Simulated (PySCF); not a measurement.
# Bonding in `Cl/C=C1\C[C@@H]2CC[C@H]1C2`

C₈H₁₁Cl.
Numbering: `[Cl:1]/[CH:2]=[C:3]1\[CH2:4][C@@H:5]2[CH2:6][CH2:7][C@H:8]1[CH2:9]2` (hydrogens: H10 on C2; H11, H12 on C4; H13 on C5; H14, H15 on C6; H16, H17 on C7; H18 on C8; H19, H20 on C9)

Cartesian coordinates in Å at the GFN2-xTB level; atoms count from 1:
```
atom  x, y, z in Å
Cl1    3.7475    0.4291   -0.0789
C2     2.1979    1.1645    0.1508
C3     1.0883    0.4536    0.2308
C4     0.9523   -1.0429    0.1534
C5    -0.5657   -1.2271    0.2533
C6    -1.1942   -0.7102   -1.0470
C7    -1.0103    0.8174   -0.9449
C8    -0.3033    0.9944    0.4112
C9    -0.9431   -0.1217    1.2405
H10    2.2361    2.2393    0.2215
H11    1.4705   -1.5169    0.9898
H12    1.3738   -1.4440   -0.7691
H13   -0.8712   -2.2378    0.5190
H14   -0.7033   -1.1275   -1.9250
H15   -2.2503   -0.9767   -1.0943
H16   -1.9703    1.3333   -0.9404
H17   -0.4113    1.2204   -1.7602
H18   -0.3509    2.0047    0.8102
H19   -0.4796   -0.2426    2.2181
H20   -2.0179    0.0014    1.3582
```

Bond orders from the PBE0/pcSseg-1 density (PySCF). Geometry: GFN2-xTB; no solvent, vibrations or thermal averaging.

Q: Where do the orders between heavy atoms depart from those drawn in the SMILES?

A: The largest departure is 0.144, at C2–C3 (drawn double, 1.856).

Q: Give the Mayer order of every bond, beside its length.

A: 
```csv
bond,drawn as,length (Å),Mayer order
Cl1–C2,single,1.731,1.045
C2–C3,double,1.320,1.856
C3–C4,single,1.505,0.995
C4–C5,single,1.532,0.993
C5–C6,single,1.534,1.001
C6–C7,single,1.542,1.010
C7–C8,single,1.540,0.996
C8–C9,single,1.531,0.957
C8–C3,single,1.504,0.942
C9–C5,single,1.529,0.960
C2–H10,single,1.078,0.947
C4–H11,single,1.092,0.932
C4–H12,single,1.091,0.933
C5–H13,single,1.089,0.972
C6–H14,single,1.089,0.952
C6–H15,single,1.090,0.954
C7–H16,single,1.090,0.951
C7–H17,single,1.089,0.953
C8–H18,single,1.087,0.980
C9–H19,single,1.089,0.957
C9–H20,single,1.088,0.954
```

Bonds between the same two heavy elements. C–C: lowest C8–C3 (0.942, 1.504 Å), highest C2–C3 (1.856, 1.320 Å); in 11 of the 36 pairs the longer bond (by over 0.003 Å) has the higher order (by 0.02 or more).

Q: Sum the orders of all bonds at each heavy atom with more than one neighbour and set the sums beside the valence in the SMILES.

A: C2 3.848 (drawn 4), C3 3.793 (drawn 4), C4 3.853 (drawn 4), C5 3.926 (drawn 4), C6 3.917 (drawn 4), C7 3.910 (drawn 4), C8 3.875 (drawn 4), C9 3.828 (drawn 4). Orders between atoms that aren't bonded are not in these sums.

The Mayer order sums products of elements of PS (density times overlap matrix) between the two atoms' basis functions, so it depends on the basis set.
